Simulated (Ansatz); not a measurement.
Reaction (formal hydrolysis of a Zr–Cl bond): `[Cl][Zr]12345678([Cl])([C@H]9[C@@H]1[C@@H]2[C@@H]3[C@H]94)[C@H]1[C@@H]5[C@@H]6[C@@H]7[C@H]18` + H₂O → `[OH][Zr]12345678([Cl])([C@H]9[C@@H]1[C@@H]2[C@@H]3[C@H]94)[C@H]1[C@@H]5[C@@H]6[C@@H]7[C@H]18` + HCl

Gas-phase electronic energies from Ansatz, PBE0-D4/def2-TZVP geometries. CCSD(T)/CBS adds triple-zeta CCSD(T) − MP2 to the extrapolated MP2 energy (def2 sets, frozen cores). This one scheme is used for every species. Elements past krypton have def2 core potentials. For Zr outer-core shells are correlated without core-valence functions, which leaves a few kJ/mol of doubt a bond. Each species was taken in one conformer, which may not be the lowest.

`[Cl][Zr]12345678([Cl])([C@H]9[C@@H]1[C@@H]2[C@@H]3[C@H]94)[C@H]1[C@@H]5[C@@H]6[C@@H]7[C@H]18`:

Cartesian coordinates in Å:
```
Cl -2.343 1.681 0.359
Zr -0.336 0.342 0.495
Cl 0.164 0.537 2.851
C 0.469 2.326 -0.864
C 0.773 1.154 -1.587
C 1.764 0.444 -0.864
C 2.040 1.162 0.312
C 1.231 2.323 0.316
C -0.533 -1.696 -0.945
C -1.850 -1.354 -0.591
C -1.992 -1.549 0.802
C -0.768 -2.022 1.303
C 0.147 -2.092 0.233
H -0.268 3.064 -1.140
H 0.347 0.867 -2.537
H 2.226 -0.484 -1.164
H 2.721 0.867 1.094
H 1.183 3.056 1.107
H -0.115 -1.663 -1.940
H -2.611 -0.976 -1.256
H -2.877 -1.332 1.382
H -0.548 -2.236 2.337
H 1.175 -2.418 0.298
```

H₂O:

Cartesian coordinates in Å:
```
O -0.106 -0.360 0.103
H -0.336 0.463 0.538
H 0.442 -0.103 -0.642
```

`[OH][Zr]12345678([Cl])([C@H]9[C@@H]1[C@@H]2[C@@H]3[C@H]94)[C@H]1[C@@H]5[C@@H]6[C@@H]7[C@H]18`:

```xyz
24

O    -0.557    2.039    1.053
Zr    0.218    0.320    0.465
Cl    1.988    0.032    2.116
C    -2.068   -0.484    1.248
C    -1.129   -1.105    2.088
C    -0.368   -2.004    1.303
C    -0.829   -1.925   -0.019
C    -1.871   -0.965   -0.063
C     0.326    0.268   -2.049
C     1.537   -0.306   -1.594
C     2.287    0.710   -0.968
C     1.539    1.901   -1.018
C     0.330    1.631   -1.692
H    -1.150    2.141    1.798
H    -2.793    0.260    1.539
H    -0.988   -0.918    3.142
H     0.449   -2.612    1.660
H    -0.452   -2.489   -0.859
H    -2.440   -0.677   -0.935
H    -0.457   -0.245   -2.586
H     1.839   -1.337   -1.709
H     3.244    0.584   -0.488
H     1.816    2.845   -0.573
H    -0.470    2.335   -1.860
```

HCl:

Z-matrix (Å, degrees):
```
Cl
H 1 1.279
```

```json
{"species": "`[Cl][Zr]12345678([Cl])([C@H]9[C@@H]1[C@@H]2[C@@H]3[C@H]94)[C@H]1[C@@H]5[C@@H]6[C@@H]7[C@H]18`", "MP2/CBS(def2) energy (Eh)": "-1353.17730"}
{"species": "H₂O", "MP2/CBS(def2) energy (Eh)": "-76.36589"}
{"species": "`[OH][Zr]12345678([Cl])([C@H]9[C@@H]1[C@@H]2[C@@H]3[C@H]94)[C@H]1[C@@H]5[C@@H]6[C@@H]7[C@H]18`", "MP2/CBS(def2) energy (Eh)": "-969.16271"}
{"species": "HCl", "MP2/CBS(def2) energy (Eh)": "-460.35267"}
```

Problem. Work out ΔE.

Solution. ΔE = (-969.16271) + (-460.35267) − (-1353.17730) − (-76.36589) = 0.02781 Eh = +17.5 kcal/mol. CCSD(T)/CBS gives +14.6 kcal/mol.

Largest T1 diagnostic among the species: 0.013.

The D4 term adds +1.5 kcal/mol with B3LYP and +0.8 kcal/mol with PBE0; it sums over pairs of atoms, weighted by their polarisabilities, and B3LYP, whose exchange is more repulsive, gets the larger term. From PBE to PBE0 (25 % exact exchange), in def2-TZVPP and without D4, ΔE moves by +2.0 kcal/mol.

B3LYP here is the variant with VWN-RPA as its local correlation; programs differ in this.
